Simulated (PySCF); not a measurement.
Radial density of Mn (manganese, neutral)

UHF, [Ar] 3d5 4s1 4p1, high-spin 8P determinant (an excited configuration). Computed with PySCF 2.14 in aug-cc-pwCVTZ, with the non-relativistic Hamiltonian (point nucleus).

```csv
r (bohr),4πr²ρ (e/bohr),4πr²(ρα − ρβ)
0.00108,0.1474,0.0000
0.00182,0.4019,0.0001
0.00306,1.069,0.0003
0.00515,2.724,0.0008
0.00867,6.467,0.0018
0.0146,13.63,0.0035
0.0245,23.60,0.0052
0.0413,29.84,0.0036
0.0694,25.54,-0.0019
0.117,24.60,0.0281
0.196,33.10,0.2834
0.330,18.90,1.3883
0.555,12.63,3.6879
0.934,12.91,4.0225
1.57,3.357,1.8741
2.64,0.8989,0.8728
4.45,0.3578,0.3578
7.48,0.03655,0.0365
12.6,0.0002505,0.0003
```
